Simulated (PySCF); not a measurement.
# Simulated absorption spectrum

Compound: 2-(trifluoroacetyl)thiophene, C₆H₃F₃OS.
Structure used (PBE0-D3(BJ)/def2-SVP), in Å, numbered top down from 1:
```
atom  x, y, z in Å
O1    -1.7159    2.0132    0.2486
C2    -1.3108    0.8773    0.2799
C3     0.0982    0.5071    0.2845
C4     0.6988   -0.7388    0.3360
C5     2.1086   -0.6566    0.3277
C6     2.5511    0.6459    0.2705
S7     1.2732    1.7745    0.2266
C8    -2.3289   -0.2876    0.3174
F9    -3.5638    0.1691    0.3031
F10   -2.1589   -1.0222    1.4206
F11   -2.1605   -1.0937   -0.7349
H12    0.1380   -1.6721    0.3795
H13    2.7750   -1.5188    0.3633
H14    3.5839    0.9937    0.2509
```

Computed with TDDFT wB97X-D/def2-SVPD, vertical, gas phase, core orbitals frozen in the response in PySCF 2.14.0, density-fitted response routines.

Computed states:

```
state  E (eV)       f
   S1    4.07  0.0003
   S2    4.66   0.176
   S3    4.98   0.159
   S4    6.74  0.0001
   S5    6.77  0.0015
   S6    6.82  0.0014
```

Broadening: Gaussians 0.25 eV wide at half height, area fixed by f = 4.319×10⁻⁹ ∫ε dν̃. The cross-section is σ = 3.8235×10⁻²¹ ε cm², given in Mb (10⁻¹⁸ cm²). The width is an assumption, not a result. The curve ends short of the highest state used, and states not computed would add to its high-energy end.

(1) What does the envelope look like, and where are its maxima?

(2) On this curve, what absorbance would a 10⁻³ mol/L sample give at 266 nm over a 1 cm path?

(3) Coming from long wavelengths, where does ε first pass 100 L mol⁻¹ cm⁻¹?

Results:

(1) 
```tsv
E (eV)	σ (Mb)
3.70	0.00
3.75	0.00
3.79	0.00
3.84	0.01
3.88	0.02
3.93	0.05
3.97	0.07
4.02	0.10
4.07	0.12
4.11	0.11
4.16	0.08
4.20	0.06
4.25	0.08
4.29	0.20
4.34	0.85
4.39	3.08
4.43	7.39
4.48	18.10
4.52	31.58
4.57	51.92
4.61	65.94
4.66	73.21
4.71	66.66
4.75	55.80
4.80	45.12
4.84	44.28
4.89	52.69
4.93	61.59
4.98	66.17
5.03	58.41
5.07	45.27
5.12	27.01
5.16	15.23
5.21	6.10
5.25	2.50
5.30	0.67
5.35	0.14
5.39	0.04
5.44	0.01
5.48	0.00
5.53	0.00
5.58	0.00
5.62	0.00
5.67	0.00
5.71	0.00
5.76	0.00
5.80	0.00
5.85	0.00
5.90	0.00
5.94	0.00
5.99	0.00
6.03	0.00
6.08	0.00
6.12	0.00
6.17	0.00
6.22	0.00
```

Maxima: 304 nm (4.07 eV), ε about 30, made up of S1 (100%); 266 nm (4.66 eV), ε about 19000, made up of S2 (99%); 249 nm (4.98 eV), ε about 17000, made up of S3 (99%) (ε in L mol⁻¹ cm⁻¹; maxima over ε = 5, shares over 10%). At its high-energy end, 6.22 eV, the curve is still rising (ε about 0.00034, from S5).

(2) 266 nm is 4.661 eV, where ε is about 19000 L mol⁻¹ cm⁻¹, so A = ε c l ≈ 19 (Beer–Lambert, with the gas-phase spectrum and the assumed width).

(3) At about 287 nm (4.31 eV), 0.24 eV above S1.

One conformer stands for the species.
